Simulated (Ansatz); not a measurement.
A nudged elastic band was laid between two geometries of ClH + F3HSi (7 atoms, charge 0, multiplicity 1).

Level of theory: Ansatz 0.2.0, RKS B3LYP-D4/def2-SVP.

```yaml
movable_images: 8
climbing_image: no
spring: 5.0 eV/Å²
optimiser: quadratic models (default)
start_path: through a guess of the saddle point
force_threshold: 0.05 eV/Å
iteration_limit: 60
end_points: relaxed
```

Image 0:

```xyz
7
Properties=species:S:1:pos:R:3
Si 0.374 0.000 -0.180
H 0.464 0.000 1.280
F 1.849 0.000 -0.813
F -0.377 1.302 -0.733
F -0.377 -1.302 -0.733
Cl -2.759 0.000 1.395
H -2.431 0.000 2.644
```

Image 9:

```xyz
7
Properties=species:S:1:pos:R:3
Si -0.422 0.000 -0.725
H -0.266 0.000 2.830
F 0.611 0.000 0.495
F -0.145 1.295 -1.615
F -0.145 -1.295 -1.614
Cl -2.321 0.000 -0.040
H -0.570 0.000 3.528
```

**Question.** Which bonds break or form, and what moves?

**Answer.** Bonds broken: Si1–H2, Cl6–H7. Bonds formed: Si1–Cl6, H2–H7. ClH + F3HSi becomes ClF3Si + H2.

**Question.** What energy profile does the band end with?

**Answer.** The run converged. The highest image is number 4 of 0 to 9, 40.1 kcal/mol above the first end and 54.4 kcal/mol above the last; the last end lies 14.3 kcal/mol below the first. No image climbed, so the highest image needn't sit at the top of the path. The orbitals stay closed-shell, which can raise the energy where a bond breaks towards radicals; this wasn't checked here.

```json
{"image": "0", "path coordinate (Å)": "0.00", "energy (kcal/mol)": "0.0", "Si1–H2 (Å)": "1.46", "Cl6–H7 (Å)": "1.29", "Si1–Cl6 (Å)": "3.51"}
{"image": "1", "path coordinate (Å)": "0.64", "energy (kcal/mol)": "0.7", "Si1–H2 (Å)": "1.46", "Cl6–H7 (Å)": "1.29", "Si1–Cl6 (Å)": "3.45"}
{"image": "2", "path coordinate (Å)": "1.27", "energy (kcal/mol)": "3.6", "Si1–H2 (Å)": "1.47", "Cl6–H7 (Å)": "1.29", "Si1–Cl6 (Å)": "3.25"}
{"image": "3", "path coordinate (Å)": "1.91", "energy (kcal/mol)": "19.5", "Si1–H2 (Å)": "1.51", "Cl6–H7 (Å)": "1.35", "Si1–Cl6 (Å)": "2.73"}
{"image": "4", "path coordinate (Å)": "2.54", "energy (kcal/mol)": "40.1", "Si1–H2 (Å)": "1.70", "Cl6–H7 (Å)": "1.73", "Si1–Cl6 (Å)": "2.33"}
{"image": "5", "path coordinate (Å)": "3.18", "energy (kcal/mol)": "17.6", "Si1–H2 (Å)": "2.12", "Cl6–H7 (Å)": "2.13", "Si1–Cl6 (Å)": "2.12"}
{"image": "6", "path coordinate (Å)": "3.81", "energy (kcal/mol)": "0.1", "Si1–H2 (Å)": "2.59", "Cl6–H7 (Å)": "2.36", "Si1–Cl6 (Å)": "2.05"}
{"image": "7", "path coordinate (Å)": "4.45", "energy (kcal/mol)": "-10.8", "Si1–H2 (Å)": "3.06", "Cl6–H7 (Å)": "2.65", "Si1–Cl6 (Å)": "2.03"}
{"image": "8", "path coordinate (Å)": "5.08", "energy (kcal/mol)": "-13.9", "Si1–H2 (Å)": "3.41", "Cl6–H7 (Å)": "3.21", "Si1–Cl6 (Å)": "2.02"}
{"image": "9", "path coordinate (Å)": "5.72", "energy (kcal/mol)": "-14.3", "Si1–H2 (Å)": "3.56", "Cl6–H7 (Å)": "3.97", "Si1–Cl6 (Å)": "2.02"}
```

**Question.** What is the geometry of the highest image?

**Answer.** 
```xyz
7
Properties=species:S:1:pos:R:3:forces:R:3
Si -0.289 0.000 -0.004 -0.35 0.00 -0.06
H 0.079 0.000 1.656 0.07 0.00 0.27
F 1.337 0.000 -0.104 -0.30 0.00 0.25
F -0.584 1.412 -0.689 -0.02 0.06 -0.17
F -0.584 -1.412 -0.689 -0.02 -0.06 -0.17
Cl -2.396 0.000 0.986 0.10 0.00 -0.29
H -0.820 0.000 1.704 0.50 0.00 0.16
```

The band took 14 iterations and roughly 4 core-minutes.

The run took 110 s on 2 threads of Intel(R) Xeon(R) 6975P-C (Granite Rapids) (shared host), peak memory 0.22 GiB.
